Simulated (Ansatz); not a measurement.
`C[Si](Cl)(Cl)C#N` + H₂S → `C[Si](S)(Cl)Cl` + `C#N` at 600 K and 1 bar (ligand exchange at the Si–C bond).

Gas-phase electronic energies from Ansatz, PBE0-D4/def2-TZVP geometries. CCSD(T)/CBS adds triple-zeta CCSD(T) − MP2 to the extrapolated MP2 energy (def2 sets, frozen cores). This one scheme is used for every species. Each species was taken in one conformer, which may not be the lowest.

```tsv
species	CCSD(T)/CBS energy (Eh)	H − E (kJ/mol)	S (J/(mol·K))
`C[Si](Cl)(Cl)C#N`	-1341.36541	194.3	468.4
H₂S	-398.97279	60.8	230.9
`C[Si](S)(Cl)Cl`	-1647.02782	196.8	464.8
`C#N`	-93.32098	64.3	228.4
```

H − E and S are ideal-gas, rigid-rotor, harmonic terms from PBE0-D4/def2-TZVP, for one conformer and one mirror image of each species. 1 Eh = 2625.50 kJ/mol, R = 8.31446 J/(mol·K).

Q: By hand: ΔE, ΔH, ΔS and ΔG.

A: ΔE = (-1647.02782) + (-93.32098) − (-1341.36541) − (-398.97279) = -0.01060 Eh = -27.8 kJ/mol. Δ(H − E) = 196.8 + 64.3 − 194.3 − 60.8 = 6.0, so ΔH = -21.8 kJ/mol. ΔS = 464.8 + 228.4 − 468.4 − 230.9 = -6.1 J/(mol·K). ΔG = -21.8 − 600 × (-6.1)/1000 = -18.1 kJ/mol.

Q: By hand: the equilibrium constant, and the temperature at which ΔG would vanish if ΔH and ΔS stayed fixed.

A: log₁₀ K = −ΔG/(RT ln 10) = 1.6. ΔG = 0 at ΔH/ΔS = 3574 K, far beyond where these terms or the molecules hold.

The number of gas molecules stays the same, so ΔS is small and ΔH decides. A doubt of 5 kJ/mol in ΔE shifts log₁₀ K by 0.4 here. Other conformers and mirror images would add mixing entropy, several J/(mol·K) or more a flexible species. These are equilibria of isolated gas molecules and say nothing of rates. Largest T1 diagnostic: 0.014 (customary marks: 0.02 for closed shells, 0.045 for open ones).
